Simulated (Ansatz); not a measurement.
The same group exchange along the group B, Al, Ga, In.

Computed with Ansatz on PBE0-D4/def2-TZVP structures; ΔE is electronic, products minus reactants. CCSD(T)/CBS is the MP2 limit (def2-TZVPP, def2-QZVPP) plus CCSD(T) − MP2 in def2-TZVPP, frozen cores. This one scheme is used for every species. Elements past krypton have def2 core potentials. For Ga, In, Se, Sn outer-core shells are correlated without core-valence functions, which leaves a few kJ/mol of doubt a bond. Scalar relativity is left out up to krypton. Each species was taken in one conformer, which may not be the lowest.

| reaction | MP2/CBS(def2) (eV) |
| --- | --- |
| `B[Se]C` + `C[O][SnH3]` → `C[O][SnH2][Se]C` + BH₃ | 0.10 |
| `C[Se][AlH2]` + `C[O][SnH3]` → `C[O][SnH2][Se]C` + `[AlH3]` | 0.34 |
| `C[Se][GaH2]` + `C[O][SnH3]` → `C[O][SnH2][Se]C` + `[GaH3]` | 0.27 |
| `C[Se][InH2]` + `C[O][SnH3]` → `C[O][SnH2][Se]C` + `[InH3]` | 0.33 |

Q: Give the CCSD(T)/CBS values in the same order. (Estimate.)

A: Ansatz gave: 0.16, 0.38, 0.31, 0.34 eV.

Largest T1 diagnostic: 0.014, for `[InH3]`.
